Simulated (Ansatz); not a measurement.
CClNSi, SMILES `[C-]#[N+][Si]Cl` (lower singlet) (charge 0, multiplicity 1). This singlet lies 2.19 eV below the relaxed triplet at the level frozen-core CCSD(T)/cc-pVTZ // PBE0-D3(BJ)/def2-TZVP (Ansatz, a first-principles code).

Level of theory: CAM-B3LYP/cc-pVTZ // PBE0-D3(BJ)/def2-TZVP (Ansatz).

Ansatz 0.2 input:
```yaml
crystal:
  periodic: [false, false, false]
  atoms:
    - { symbol: C, position_ang: [-1.914264, -0.376496, -0.075165] }
    - { symbol: N, position_ang: [-0.801671, 0.005537, -0.01576] }
    - { symbol: Si, position_ang: [0.672502, 0.956817, 0.106101] }
    - { symbol: Cl, position_ang: [2.043434, -0.585858, -0.015174] }
basis:
  gaussian: { orbitals: cc-pVTZ }
hamiltonian:
  xc: cam_b3lyp
```

Output:

```
Functional definition: CAM-B3LYP
911 factors; their error is unknown
182 factors; integrals over basis functions are off by at most 2.5e-5 eV
mean field evaluation 1: about -22924.3025 eV, gradient 4.3e1 eV
mean field evaluation 2: about -22923.1121 eV, gradient 4.9e1 eV
mean field evaluation 4: about -22927.8344 eV, gradient 2.4e0 eV
mean field evaluation 8: about -22927.8477 eV, gradient 2.9e-2 eV
mean field evaluation 16: about -22927.9203 eV, gradient 3.4e-5 eV
mean field -22927.92026936 eV, -842.5855287963 hartree, gradient 3.4e-5 eV, S^2 0.000000; 0 other end points of the search recorded, 0 dependent functions left out
reference -22927.92038261 eV, -842.5855329584 hartree; 22, 22 occupied and 106, 106 virtual orbitals, 911 factors
Total energy: -22927.92038261 eV, -842.5855329584 hartree
```
